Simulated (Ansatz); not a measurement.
`N[SiH2][CH2][AlH2]` + `C/C=C/N` → `C/C=C\[NH][AlH2]` + `C[SiH2]N`  (ligand exchange at the Al–C bond)

Isolated molecules relaxed with PBE0-D4/def2-TZVP in Ansatz; ΔE leaves out vibrations. CCSD(T)/CBS is the MP2 limit (def2-TZVPP, def2-QZVPP) plus CCSD(T) − MP2 in def2-TZVPP, frozen cores. Double bonds are as drawn, so ΔE can hold a change between cis and trans. Functionals use def2-TZVPP. Each species was taken in one conformer, which may not be the lowest.

```tsv
level	ΔE (kJ/mol)
ωB97M-V	-90.6
HF/CBS(def2)	-95.7
```

What does CCSD(T)/CBS give? (Best estimate.)

The calculation gave: -93.3 kJ/mol. The listed levels differ from it by 2.7, -2.4 kJ/mol.

Largest T1 diagnostic among the species: 0.012.

CCSD(T)/CBS has its own doubt, a few kJ/mol and more with outer-core shells, so smaller differences from it don't rank the levels.
